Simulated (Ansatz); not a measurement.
Series Mo(NH)2X2: B3LYP-D4/def2-TZVP single points in Ansatz on relaxed structures, gas phase. Core potentials for Mo, no spin–orbit coupling. Binding counts from free atoms in the multiplicity of their measured ground term, without zero-point energy. Names give formal oxidation states. The structures are stationary points that may keep the symmetry of their start. Remarks come from the PBE and PBE0 runs and from stability tests at other levels; not every state was tested.

```
               species  atoms    state         geometry  HOMO (eV)  LUMO (eV)  gap (eV)  binding per atom (eV)  point group (within 0.1 Å)                        remarks
  Mo(NH)2F2 (MoN2F2H2)      7  singlet  PBE-D4/def2-SVP      -8.23      -2.56      5.68                   4.01                         C2v  restricted SCF unstable in HF
Mo(NH)2Cl2 (MoN2Cl2H2)      7  singlet  PBE-D4/def2-SVP      -8.16      -3.11      5.05                   3.63                         C2v  restricted SCF unstable in HF
```

(1) Estimate the rows for Mo(NH)2(NH2)2 (MoN4H6) (singlet, r2SCAN-D4/def2-SVP geometry).

(1) 
| species | atoms | state | geometry | HOMO (eV) | LUMO (eV) | gap (eV) | binding per atom (eV) | point group (within 0.1 Å) |
| --- | --- | --- | --- | --- | --- | --- | --- | --- |
| Mo(NH)2(NH2)2 (MoN4H6) | 11 | singlet | r2SCAN-D4/def2-SVP | -6.36 | -1.10 | 5.26 | 3.71 | C2v |

The gap (eV) runs from 5.05 (Mo(NH)2Cl2) to 5.68 (Mo(NH)2F2).
